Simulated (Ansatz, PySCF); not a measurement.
BH₅OSn, SMILES B[O][SnH3]. Atoms are numbered in the order given.

```xyz
8

O      0.6055     1.4390     0.0000
Sn     0.0225    -0.5063     0.0000
H      0.7139    -1.1515     1.4271
H      0.7139    -1.1515    -1.4271
H     -1.6919    -0.5090     0.0000
B     -0.1876     2.5180     0.0000
H     -1.4043     2.4175     0.0000
H      0.3378     3.6129     0.0000
```

Geometry: B3LYP-D3(BJ)/def2-SVP. The def2 effective core potentials stand for the cores of Sn; spin–orbit coupling is left out.

Two levels are set side by side: PBE-D3(BJ)/def2-SVP (Ansatz, a first-principles code) and B3LYP-D3(BJ)/def2-SVP (Ansatz). Each level has its own optimised geometry; the coordinates shown are those of the second. Frequencies come from the Hessian of PySCF at each geometry. Differences are taken from unrounded values.

| quantity | B3LYP-D3(BJ) |
|---|---|
| mean bond length (Å) | 1.563 |
| bond O1–Sn2 (Å) | 2.031 |
| bond O1–B6 (Å) | 1.339 |
| bond Sn2–H3 (Å) | 1.712 |
| bond Sn2–H4 (Å) | 1.712 |
| bond Sn2–H5 (Å) | 1.714 |
| bond B6–H7 (Å) | 1.221 |
| bond B6–H8 (Å) | 1.214 |
| highest harmonic wavenumber (cm⁻¹) | 2568 |
| mean harmonic wavenumber (cm⁻¹) | 1094 |
| zero-point energy (kcal/mol) | 28.14 |

Task: What does PBE-D3(BJ) give, and how far is it from B3LYP-D3(BJ)? (An estimate is asked for; the answer gives what the named calculation found.)

Result: 
```json
[
 {"quantity": "mean bond length (Å)", "PBE-D3(BJ)": "1.575", "PBE-D3(BJ) minus B3LYP-D3(BJ)": "0.011"},
 {"quantity": "bond O1–Sn2 (Å)", "PBE-D3(BJ)": "2.050", "PBE-D3(BJ) minus B3LYP-D3(BJ)": "0.019"},
 {"quantity": "bond O1–B6 (Å)", "PBE-D3(BJ)": "1.348", "PBE-D3(BJ) minus B3LYP-D3(BJ)": "0.009"},
 {"quantity": "bond Sn2–H3 (Å)", "PBE-D3(BJ)": "1.722", "PBE-D3(BJ) minus B3LYP-D3(BJ)": "0.010"},
 {"quantity": "bond Sn2–H4 (Å)", "PBE-D3(BJ)": "1.722", "PBE-D3(BJ) minus B3LYP-D3(BJ)": "0.010"},
 {"quantity": "bond Sn2–H5 (Å)", "PBE-D3(BJ)": "1.724", "PBE-D3(BJ) minus B3LYP-D3(BJ)": "0.010"},
 {"quantity": "bond B6–H7 (Å)", "PBE-D3(BJ)": "1.231", "PBE-D3(BJ) minus B3LYP-D3(BJ)": "0.010"},
 {"quantity": "bond B6–H8 (Å)", "PBE-D3(BJ)": "1.225", "PBE-D3(BJ) minus B3LYP-D3(BJ)": "0.010"},
 {"quantity": "highest harmonic wavenumber (cm⁻¹)", "PBE-D3(BJ)": "2516", "PBE-D3(BJ) minus B3LYP-D3(BJ)": "-52"},
 {"quantity": "mean harmonic wavenumber (cm⁻¹)", "PBE-D3(BJ)": "1062", "PBE-D3(BJ) minus B3LYP-D3(BJ)": "-32"},
 {"quantity": "zero-point energy (kcal/mol)", "PBE-D3(BJ)": "27.33", "PBE-D3(BJ) minus B3LYP-D3(BJ)": "-0.81"}
]
```

Exact exchange shortens and stiffens bonds; PBE has none. Differences between two approximate levels are no errors against the true value.
